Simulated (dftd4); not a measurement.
NSi (SMILES N#[Si]), doublet, geometry from GFN2-xTB; dftd4 4.2.0 with D4 for bp86.

dftd4 was given this input:
```
$ dftd4 mol.xyz --func bp86 --charge 0 --json dftd4.json --noedisp

# file mol.xyz
2

Si    -0.00000000    -0.00000000    -0.52212322
N      0.00000000     0.00000000     1.04424644
```

What the program printed (banner, timings and long lists left out):

```
                    ____  _____ _____     ____  _  _
      -------------|  _ \|  ___|_   _|---|  _ \| || |------------
     |             | | | | |_    | | ___ | | | | || |_           |
     |             | |_| |  _|   | ||___|| |_| |__   _|          |
     |             |____/|_|     |_|     |____/   |_|            |
     |             ===================================           |
     |            E. Caldeweyher, S. Ehlert & S. Grimme          |
     |          Mulliken Center for Theoretical Chemistry        |
     |                    University of Bonn                     |
      -----------------------------------------------------------

Rational (Becke-Johnson) damping: bp86-D4-ATM
---------------------
  s6         1.0000
  s8         3.3550
  s9         1.0000
  a1         0.4365
  a2         4.9241
 alp        16.0000
--------------------

Dispersion energy:      -1.3031300485545E-03 Eh

[Info] JSON dump of results written to 'dftd4.json'
```
